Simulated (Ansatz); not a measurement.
Stepwise reaction of `[OH][In]([OH])[OH]` with hydrogen chloride, as a gas-phase model of exchange steps in deposition or etching. ΔE in kJ/mol.

Calculated with Ansatz (gas phase, PBE0-D4/def2-TZVP geometries, no zero-point term in ΔE). CCSD(T)/CBS is the MP2 limit (def2-TZVPP, def2-QZVPP) plus CCSD(T) − MP2 in def2-TZVPP, frozen cores. This one scheme is used for every species. Functionals use def2-TZVPP. B3LYP here is the variant with VWN-RPA as its local correlation; programs differ in this. def2 core potentials past Kr. For In outer-core shells are correlated without core-valence functions, which leaves a few kJ/mol of doubt a bond. One conformer a species, not always the lowest.

```tsv
step	reaction	PBE-D4	B3LYP-D4	ωB97M-V	CCSD(T)/CBS
1	`[OH][In]([OH])[OH]` + HCl → `[OH][In]([OH])[Cl]` + H₂O	-86.2	-89.2	-90.6	-88.6
3	`[OH][In]([Cl])[Cl]` + HCl → `[Cl][In]([Cl])[Cl]` + H₂O	-79.1	-83.5	-84.8	-83.2
```

Problem. Give the row of step 2, `[OH][In]([OH])[Cl]` + HCl → `[OH][In]([Cl])[Cl]` + H₂O. (Best estimate.)

Solution. Ansatz gave: 
```
step                                                 reaction  PBE-D4  B3LYP-D4  ωB97M-V  CCSD(T)/CBS
   2  `[OH][In]([OH])[Cl]` + HCl → `[OH][In]([Cl])[Cl]` + H₂O   -82.6     -86.3    -87.6        -85.8
```

Problem. By hand: ΔE of the 3 steps together at CCSD(T)/CBS.

Solution. (-88.6) + (-85.8) + (-83.2) = -257.6 kJ/mol, or -85.9 kJ/mol a step.

In ΔE each step is higher than the one before. All are downhill at CCSD(T)/CBS. PBE-D4 differs from CCSD(T)/CBS by 2.4 to 4.1 kJ/mol a step. Isolated molecules leave out the surface, adducts and barriers. Largest T1 diagnostic: 0.017.
